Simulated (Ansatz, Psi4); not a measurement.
Input for Ansatz (a quantum-chemistry and plane-wave program):
Ansatz 0.2 input:
```yaml
crystal:
  periodic: [false, false, false]
  atoms:
    - {symbol: C, position_ang: [2.01685383, 0.80289467, -0.48140274]}
    - {symbol: C, position_ang: [1.33415159, -0.30002265, 0.22624077]}
    - {symbol: C, position_ang: [0.18048958, -0.09743068, 1.11550787]}
    - {symbol: C, position_ang: [-0.93942580, -0.33502409, 0.09699403]}
    - {symbol: C, position_ang: [-1.41905845, 0.90917696, -0.60521402]}
    - {symbol: O, position_ang: [-1.35994096, -1.44168771, -0.14671316]}
    - {symbol: H, position_ang: [3.09936272, 0.66919323, -0.42202659]}
    - {symbol: H, position_ang: [1.77128539, 0.81785147, -1.54982399]}
    - {symbol: H, position_ang: [1.76309763, 1.77067124, -0.05271276]}
    - {symbol: H, position_ang: [1.58722937, -1.31094778, -0.04541413]}
    - {symbol: H, position_ang: [0.13513096, 0.90710448, 1.53212895]}
    - {symbol: H, position_ang: [0.12280901, -0.85337034, 1.89873004]}
    - {symbol: H, position_ang: [-2.05478452, 0.63868661, -1.44469551]}
    - {symbol: H, position_ang: [-0.58436427, 1.51025346, -0.95343809]}
    - {symbol: H, position_ang: [-1.99830289, 1.50649421, 0.09820203]}
basis:
  gaussian:
    orbitals: STO-3G
magnetization: {spin_polarized: true, initial_magnetization: 1}
correlation: {method: ccsd_t, electrons: outside_noble_gas}
accuracy: high
```

### Question
Write the same job for Psi4.

### Answer
Several could match; the one computed here: 
```
memory 2 GB

molecule {
0 2
C     2.01685383    0.80289467   -0.48140274
C     1.33415159   -0.30002265    0.22624077
C     0.18048958   -0.09743068    1.11550787
C    -0.93942580   -0.33502409    0.09699403
C    -1.41905845    0.90917696   -0.60521402
O    -1.35994096   -1.44168771   -0.14671316
H     3.09936272    0.66919323   -0.42202659
H     1.77128539    0.81785147   -1.54982399
H     1.76309763    1.77067124   -0.05271276
H     1.58722937   -1.31094778   -0.04541413
H     0.13513096    0.90710448    1.53212895
H     0.12280901   -0.85337034    1.89873004
H    -2.05478452    0.63868661   -1.44469551
H    -0.58436427    1.51025346   -0.95343809
H    -1.99830289    1.50649421    0.09820203
}

set {
  basis sto-3g
  reference uhf
  freeze_core true
  mp2_type conv
  scf_type pk
  puream true
  d_convergence 1e-8
}

energy('ccsd(t)')
print_variables()
```

Both were run: Ansatz gave -266.429884 Eh and Psi4 -266.430014 Eh, 0.130 mEh apart.
